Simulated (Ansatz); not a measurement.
System: CAuO, charge 0, multiplicity 2. The spin state was set by rule; other spins were not relaxed. 
Structure (B3LYP-D3(BJ)/def2-TZVP (Ansatz, an electronic-structure program) minimum search):
```xyz
3

Au    -0.2354    -0.2309    -0.2070
O      1.7288     1.3581     1.4415
C      0.7949     1.2293     0.8037
```
Charge 0, spin multiplicity 2.

Dipole moments at this geometry, in debye (magnitudes).

```
level               program  dipole (D)
------------------  -------  ----------
SVWN5/def2-TZVPD     Ansatz        0.35
B97M-V/def2-TZVPD    Ansatz        0.41
BHLYP/def2-TZVPD     Ansatz           ?
r2SCANh/def2-TZVPD   Ansatz        0.53
HSE06/def2-TZVPD     Ansatz        0.48
CCSD(T)/def2-SVPD    Ansatz           ?
```

Question: Complete the blanks.

Answer: 
- BHLYP/def2-TZVPD, dipole (D): 0.63
- CCSD(T)/def2-SVPD, dipole (D): 1.00
